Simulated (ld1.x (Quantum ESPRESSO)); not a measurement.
Ranking PAW potentials for Al

All share these settings but for the change named:

| Quantity | Value |
| --- | --- |
| Element | Al (Z = 13) |
| Generator | ld1.x (Quantum ESPRESSO) 7.5 |
| Type | PAW |
| Functional | LDA (PZ) |
| Relativity | non-relativistic |
| Frozen core | [Ne] |
| Valence charge | 3 |
| Reference configuration | 3s1 3p0 (charge +2) |
| Partial waves | 3s (bound): rcut 1.95, rcutus 2.10 bohr; 3s channel at 1.1 Ry: rcut 1.95, rcutus 2.10 bohr; 3p (bound, empty): rcut 2.05, rcutus 2.50 bohr; 3p channel at 3.2 Ry: rcut 2.05, rcutus 2.50 bohr; 3d channel at 0.3 Ry: rcut 1.70, rcutus 1.95 bohr; 3d channel at 2.3 Ry: rcut 1.70, rcutus 1.95 bohr |
| Local potential | all-electron potential smoothed inside 1.60 bohr (lloc = -1) |
| Core correction | Bessel-smoothed model core inside 1.30 bohr |
| Augmentation charge | PSQ, inside the norm-conserving radii |

Test errors are all-electron minus pseudo excitation energies from the reference, over 3s2 3p1; 3s2 3p0; 3s2 3p0.5; 3s0 3p3; 3s1 3p1; 3s1 3p2; 3s2 3p1.3. None of these files shows a bound ghost.

The base gives 19.2 meV.

Of 7 variants that were run, those that failed, showed a ghost or another fault, or gave nearly equal values are left out.

A variant can come out equal or close to the base, since the largest error may sit in a test that the change hardly touches while other tests move.

Problem. Rank these variants by their largest absolute test error, smallest first.
A. waves 3p (bound): rcut 2.05, rcutus 3.36 bohr; 3p channel at 3.2 Ry: rcut 2.05, rcutus 3.36 bohr
B. waves 3p (bound): rcut 2.05, rcutus 2.76 bohr; 3p channel at 3.2 Ry: rcut 2.05, rcutus 2.76 bohr
C. waves 3p (bound): rcut 2.05, rcutus 2.36 bohr; 3p channel at 3.2 Ry: rcut 2.05, rcutus 2.36 bohr

Solution. B (17.1 meV), C (19.8 meV), A (25.7 meV).
